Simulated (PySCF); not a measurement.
Gas-phase reaction: 2 CH₂F + 3 HF ⇌ C₂HF₅ + 6 H

Method: PySCF energies plus ideal-gas RRHO corrections (1 bar). † marks an energy on the PBE0/def2-TZVP geometry and frequencies; other levels use their own. CCSD(T) freezes the core. 6-31G* has spherical d functions here. Open shells (unrestricted): CH₂F (multiplicity 2), H (multiplicity 2); the rest are closed-shell singlets. B3LYP is the form with VWN-RPA correlation. CH₂F: computed as isolated molecules; such fragments, hydroxides, amides, oligomers or adducts are transient or little studied in the gas. CCSD(T) isn't extrapolated to the basis-set limit. The harmonic model lacks anharmonicity and excited electronic states, which grow with temperature; levels with a mode under 35 cm⁻¹ are left out. Internal rotation in C₂HF₅ is treated as a harmonic vibration of one conformer, which makes the entropy rough.

ΔH° and ΔS° at 298 K: B3LYP/6-31G* 893 kJ, 31 J/K; B3LYP/def2-TZVP† 1076 kJ, 28 J/K; CCSD(T)/def2-SVP† 936 kJ, 28 J/K; HF/6-31G* 697 kJ, 28 J/K; HF/def2-TZVP† 837 kJ, 28 J/K; M06-2X/def2-TZVP† 1003 kJ, 28 J/K.

### Question
With the heat capacities included, give log10 K (1 bar) at 1000, 1200, 1400, 1600, 2500 K from B3LYP/6-31G*, B3LYP/def2-TZVP†, CCSD(T)/def2-SVP†, HF/6-31G*, HF/def2-TZVP†, M06-2X/def2-TZVP†.

### Answer
```tsv
T (K)	B3LYP/6-31G*	B3LYP/def2-TZVP†	CCSD(T)/def2-SVP†	HF/6-31G*	HF/def2-TZVP†	M06-2X/def2-TZVP†
1000	-43.4	-53.1	-45.8	-33.3	-40.7	-49.3
1200	-35.1	-43.3	-37.2	-26.8	-32.9	-40.2
1400	-29.2	-36.2	-31.0	-22.1	-27.3	-33.5
1600	-24.7	-30.9	-26.3	-18.4	-23.1	-28.5
2500	-13.0	-17.0	-14.1	-9.1	-12.0	-15.5
```
